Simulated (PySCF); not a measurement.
## Potential energy of PbF along the bond

Set-up: PySCF, scalar-relativistic core potentials, basis sets Pb cc-pVDZ-PP with ECP60, F cc-pVDZ. Energies in eV from Pb + F in their ground configurations at the same level. State: ²Π (doublet), unpaired electrons π ↑.

All columns are PBE0. A positive dipole means Pb(−)F(+).

```
R (Å)  E (eV)  μ (D)  Mulliken charge on Pb (basis-dependent)  HOMO (eV)  LUMO (eV)  Mayer bond order  ⟨S²⟩
1.781  -2.926  -1.79                                     0.45      -4.16      -2.41              0.91  0.75
1.864  -3.656  -2.30                                     0.46      -4.27      -2.52              0.91  0.75
1.947  -4.047  -2.78                                     0.46      -4.39      -2.63              0.91  0.75
2.009  -4.181  -3.13                                     0.47      -4.47      -2.72              0.91  0.75
2.071  -4.217  -3.46                                     0.47      -4.56      -2.80              0.91  0.75
2.133  -4.179  -3.79                                     0.48      -4.65      -2.89              0.90  0.75
2.216  -4.046  -4.21                                     0.49      -4.76      -3.00              0.89  0.75
2.320  -3.797  -4.72                                     0.49      -4.90      -3.13              0.88  0.75
2.444  -3.433  -5.29                                     0.50      -5.06      -3.29              0.87  0.75
2.610  -2.913  -5.99                                     0.51      -5.26      -3.50              0.85  0.76
```

A fit through these points gives, at Re = 2.067 Å, μ = -3.44 D and dμ/dR = -5.36 D/Å; the reduced mass is 17.41 u.

Problem. How strong is the fundamental in the double-harmonic approximation, I = 42.26·(dμ/dR)²/μred km/mol?

Solution. I = 42.26·(-5.36)²/17.41 = 69.7 km/mol at PBE0.

Spin–orbit coupling is left out, which matters for elements this heavy, above all for dissociation energies. The state was picked by a PBE0 search and need not be the measured ground state.
